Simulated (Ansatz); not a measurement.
**Nudged elastic band run: CH₄FPSSi**

Input file:

```yaml
crystal:
  periodic: [false, false, false]
  atoms:
    - { symbol: C, position_ang: [-0.12169, -1.232074, -0.474729] }
    - { symbol: Si, position_ang: [0.597445, 0.265072, 0.344365] }
    - { symbol: F, position_ang: [1.86694, -0.203032, 1.241637] }
    - { symbol: P, position_ang: [-0.529695, 2.012338, 1.093982] }
    - { symbol: S, position_ang: [0.808385, 2.069926, -0.693497] }
    - { symbol: H, position_ang: [0.632799, -1.700039, -1.125905] }
    - { symbol: H, position_ang: [-0.432374, -1.972566, 0.277618] }
    - { symbol: H, position_ang: [-0.990535, -0.95005, -1.08595] }
    - { symbol: H, position_ang: [-1.742776, 1.664224, 0.405479] }
basis:
  gaussian: { orbitals: def2-SVP }
hamiltonian:
  xc: pbe0
neb:
  order_check: false
  images: 9
  f_tol: 0.05
  max_iterations: 60
  final_atoms:
    - { symbol: C, position_ang: [-0.19580305, -1.23411238, -0.33245362] }
    - { symbol: Si, position_ang: [0.46868384, 0.17129927, 0.69041409] }
    - { symbol: F, position_ang: [2.06061701, -0.14565502, 0.82726986] }
    - { symbol: P, position_ang: [-0.52554969, 1.67280026, 1.79410475] }
    - { symbol: S, position_ang: [0.170601, 2.17791282, -0.3020937] }
    - { symbol: H, position_ang: [0.450913, -1.4285159, -1.20134174] }
    - { symbol: H, position_ang: [-0.21619778, -2.14841453, 0.28223927] }
    - { symbol: H, position_ang: [-1.22170313, -1.02534195, -0.66711242] }
    - { symbol: H, position_ang: [-0.90306219, 1.91382644, -1.10802649] }
  initial_path:
    images:
      - { positions_ang: [[-0.12169, -1.232074, -0.474729], [0.597445, 0.265072, 0.344365], [1.86694, -0.203032, 1.241637], [-0.529695, 2.012338, 1.093982], [0.808385, 2.069926, -0.693497], [0.632799, -1.700039, -1.125905], [-0.432374, -1.972566, 0.277618], [-0.990535, -0.95005, -1.08595], [-1.742776, 1.664224, 0.405479]] }
      - { positions_ang: [[-0.11622656, -1.24169789, -0.46091948], [0.58794753, 0.23737508, 0.37993909], [1.88527245, -0.17678626, 1.22302178], [-0.54935274, 1.95620164, 1.13433242], [0.72599224, 2.05488834, -0.65441246], [0.6058644, -1.66617066, -1.14804926], [-0.39960129, -2.0021655, 0.26608879], [-1.0100122, -0.95566003, -1.03964666], [-1.64138482, 1.74781428, 0.28264579]] }
      - { positions_ang: [[-0.11076311, -1.25132178, -0.44710996], [0.57845006, 0.20967816, 0.41551318], [1.9036049, -0.15054052, 1.20440655], [-0.56901048, 1.90006528, 1.17468284], [0.64359947, 2.03985068, -0.61532792], [0.57892979, -1.63230231, -1.17019351], [-0.36682858, -2.031765, 0.25455957], [-1.02948941, -0.96127006, -0.99334333], [-1.53999364, 1.83140456, 0.15981258]] }
      - { positions_ang: [[-0.10529967, -1.26094567, -0.43330044], [0.56895259, 0.18198124, 0.45108727], [1.92193735, -0.12429478, 1.18579133], [-0.58866821, 1.84392892, 1.21503326], [0.56120671, 2.02481302, -0.57624338], [0.55199519, -1.59843397, -1.19233777], [-0.33405588, -2.06136451, 0.24303036], [-1.04896661, -0.96688009, -0.94703999], [-1.43860246, 1.91499483, 0.03697937]] }
      - { positions_ang: [[-0.09983623, -1.27056956, -0.41949093], [0.55945512, 0.15428431, 0.48666136], [1.9402698, -0.09804904, 1.1671761], [-0.60832595, 1.78779256, 1.25538369], [0.47881395, 2.00977537, -0.53715884], [0.52506059, -1.56456562, -1.21448203], [-0.30128317, -2.09096401, 0.23150114], [-1.06844381, -0.97249012, -0.90073666], [-1.33721129, 1.99858511, -0.08585384]] }
      - { positions_ang: [[-0.09437279, -1.28019346, -0.40568141], [0.54995765, 0.12658739, 0.52223546], [1.95860225, -0.0718033, 1.14856088], [-0.62798369, 1.7316562, 1.29573411], [0.39642119, 1.99473771, -0.49807431], [0.49812598, -1.53069728, -1.23662628], [-0.26851046, -2.12056351, 0.21997193], [-1.08792102, -0.97810015, -0.85443332], [-1.23582011, 2.08217539, -0.20868705]] }
      - { positions_ang: [[-0.11465884, -1.27097724, -0.39103585], [0.53370288, 0.13552977, 0.55587118], [1.9790052, -0.08657364, 1.08430267], [-0.60749689, 1.71988501, 1.39540824], [0.35125715, 2.03137273, -0.45887818], [0.48868339, -1.510261, -1.22956937], [-0.25804793, -2.12613371, 0.2324254], [-1.11467744, -0.98754851, -0.81696914], [-1.16926852, 2.0485056, -0.38855494]] }
      - { positions_ang: [[-0.13494489, -1.26176103, -0.37639029], [0.51744812, 0.14447215, 0.58950691], [1.99940815, -0.10134399, 1.02004447], [-0.58701009, 1.70811382, 1.49508236], [0.30609311, 2.06800775, -0.41968206], [0.47924079, -1.48982473, -1.22251246], [-0.24758539, -2.13170392, 0.24487887], [-1.14143386, -0.99699687, -0.77950496], [-1.10271694, 2.01483581, -0.56842283]] }
      - { positions_ang: [[-0.15523094, -1.25254481, -0.36174474], [0.50119336, 0.15341452, 0.62314264], [2.0198111, -0.11611433, 0.95578627], [-0.56652329, 1.69634263, 1.59475649], [0.26092907, 2.10464277, -0.38048594], [0.46979819, -1.46938845, -1.21545556], [-0.23712285, -2.13727412, 0.25733233], [-1.16819028, -1.00644523, -0.74204078], [-1.03616536, 1.98116602, -0.74829072]] }
      - { positions_ang: [[-0.17551699, -1.2433286, -0.34709918], [0.4849386, 0.1623569, 0.65677837], [2.04021406, -0.13088467, 0.89152806], [-0.54603649, 1.68457144, 1.69443062], [0.21576503, 2.14127779, -0.34128982], [0.46035559, -1.44895218, -1.20839865], [-0.22666032, -2.14284432, 0.2697858], [-1.1949467, -1.01589359, -0.7045766], [-0.96961377, 1.94749623, -0.92815861]] }
      - { positions_ang: [[-0.19580305, -1.23411238, -0.33245362], [0.46868384, 0.17129927, 0.69041409], [2.06061701, -0.14565502, 0.82726986], [-0.52554969, 1.67280026, 1.79410475], [0.170601, 2.17791282, -0.3020937], [0.450913, -1.4285159, -1.20134174], [-0.21619778, -2.14841453, 0.28223927], [-1.22170313, -1.02534195, -0.66711242], [-0.90306219, 1.91382644, -1.10802649]] }
```

Launched with:

```bash
$ ansatz run input.yaml --threads 2 --pin off --max-ram 3072MiB --backend cpu --events-out ev --progress --plain --runs-dir out
```

Output, in part (warnings, iteration lines, the closing report on the highest movable image, with atoms numbered from 0):

```
NEB end point (image 0): max|allowed force component| = 5.202e-3 eV/Å (the criterion of neb.relax_end_points is 1.000e-2)
NEB end point (image 10): max|allowed force component| = 1.154e-2 eV/Å (the criterion of neb.relax_end_points is 1.000e-2)
NEB iter   1: max|band force component| = 4.599e0 eV/Å  barrier→ = 3.0836 eV  barrier← = 1.8150 eV  Δτ_max = 0.2000 Å  (302 SCF iters)
NEB iter   2: max|band force component| = 1.619e0 eV/Å  barrier→ = 2.1627 eV  barrier← = 0.8941 eV  Δτ_max = 0.1115 Å  (271 SCF iters)
NEB iter   3: max|band force component| = 5.535e-1 eV/Å  barrier→ = 2.0173 eV  barrier← = 0.7487 eV  Δτ_max = 0.0753 Å  (260 SCF iters)
NEB iter   4: max|band force component| = 3.526e-1 eV/Å  barrier→ = 1.9963 eV  barrier← = 0.7277 eV  CI = image 6  Δτ_max = 0.0247 Å  (253 SCF iters)
NEB iter   5: max|band force component| = 1.071e-1 eV/Å  barrier→ = 1.9902 eV  barrier← = 0.7216 eV  CI = image 6  Δτ_max = 0.0160 Å  (256 SCF iters)
NEB iter   6: max|band force component| = 4.307e-2 eV/Å  barrier→ = 1.9898 eV  barrier← = 0.7212 eV  CI = image 6  Δτ_max = 0.0000 Å  (498 SCF iters)
Total energy: -31795.36230435 eV, -1168.4580130144 hartree
Atom 0 at    -0.160137    -1.260014    -0.414942 Å, force     0.000713    -0.003787     0.020359 eV/Å
Atom 1 at     0.424858     0.222369     0.534279 Å, force     0.010796    -0.001306    -0.016208 eV/Å
Atom 2 at     1.948475    -0.096254     1.003077 Å, force    -0.013739     0.003399    -0.007954 eV/Å
Atom 3 at    -0.697598     1.744976     1.556180 Å, force    -0.004255     0.001967     0.002485 eV/Å
Atom 4 at     0.402414     2.127102    -0.607404 Å, force    -0.009064    -0.010488     0.004809 eV/Å
Atom 5 at     0.565156    -1.527141    -1.198276 Å, force     0.006582     0.001995    -0.002033 eV/Å
Atom 6 at    -0.260831    -2.121116     0.264810 Å, force    -0.006288     0.000359    -0.002265 eV/Å
Atom 7 at    -1.139378    -1.061406    -0.872751 Å, force     0.004875     0.000570    -0.004461 eV/Å
Atom 8 at    -0.994459     1.925283    -0.281973 Å, force     0.010378     0.007293     0.005270 eV/Å
Dipole moment:    -0.243808    -0.461768    -0.318166 e Å
```

It converged. A vibrational analysis at the climbing image gives one clearly imaginary mode, 809i cm⁻¹: a first-order saddle point. The orbitals stay closed-shell, which can raise the energy where a bond breaks towards radicals; this wasn't checked here.

Final band (atoms are numbered from 1 in the order of the input):

```tsv
image	path coordinate (Å)	energy (kJ/mol)	P4–H9 (Å)	S5–H9 (Å)
0	0.00	0.0	1.44	2.81
1	0.28	0.5	1.44	2.79
2	0.56	10.2	1.42	2.60
3	0.84	46.3	1.41	2.31
4	1.12	105.5	1.45	2.01
5	1.40	168.1	1.59	1.70
6	1.68	192.0	1.87	1.45
7	1.97	178.6	2.21	1.36
8	2.25	150.2	2.51	1.34
9	2.54	126.7	2.79	1.36
10	2.83	122.4	2.94	1.37
```

Run time: 2.8 min on 2 threads of Arm Neoverse V1 (shared host), peak memory 0.23 GiB.
